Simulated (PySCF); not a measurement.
A structure optimised at PBE-D3(BJ)/def2-TZVP, used in a PySCF frequency run:

```xyz
8

C      0.1359    -1.1457     0.0000
N     -0.5377     0.1375     0.0000
C      0.1823     1.1825     0.0000
H     -0.1881    -1.7187    -0.8823
H     -0.1881    -1.7187     0.8823
H      1.2418    -1.0725     0.0000
H      1.2911     1.1603     0.0000
H     -0.3023     2.1668     0.0000
```
Charge 0, spin multiplicity 1.

Q: Write its SMILES, formula and point group.

A: C=NC, C₂H₅N, Cs

Q: What are its rotational constants (standard atomic weights)?

A: 52.868, 10.625, 9.3612 GHz
